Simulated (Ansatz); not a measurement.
CH$_{9}$AlGeSi, SMILES `[AlH2][CH2][SiH2][GeH3]`. Total charge 0; spin multiplicity 1.

Z-matrix (Å, degrees):
```
C
Si 1 1.856
Al 1 1.982 2 105.9
H 1 1.095 2 111.2 3 -121.9
H 1 1.095 2 110.1 3 118.5
Ge 2 2.388 1 100.0 3 -36.1
H 2 1.487 1 112.3 3 77.6
H 2 1.490 1 117.5 3 -155.6
H 3 1.589 1 120.4 2 135.2
H 3 1.592 1 116.5 2 -60.2
H 6 1.534 2 120.9 1 134.2
H 6 1.594 2 100.6 1 21.0
H 6 1.537 2 116.7 1 -88.5
```

List the harmonic frequencies (cm⁻¹, unscaled) at PBE0-D4/def2-TZVP in Ansatz. (An estimate is asked.)

Ansatz gave: 83, 90, 157, 216, 332, 355, 397, 420, 470, 501, 570, 591, 637, 713, 738, 749, 794, 844, 856, 925, 938, 963, 972, 1377, 1885, 1905, 1915, 2151, 2168, 2202, 2225, 3059, 3120.

Is this a minimum?

Yes, all 33 modes are real.

Give the ideal-gas thermochemistry at 298.15 K and 1 bar (rigid rotor, harmonic oscillator; point group C1, symmetry number 1).

Zero-point energy 211.2 kJ/mol; H(298) − E = 236.1 kJ/mol; entropy 376.7 J/(mol·K), of which translation 171.2, rotation 117.9, vibration 87.5; G(298) − E = 123.8 kJ/mol. Modes under 100 cm⁻¹ are hindered rotations or soft bends, so the harmonic entropy is rough.

Rotational constants (cm⁻¹)?

0.1094, 0.05959, 0.04172.
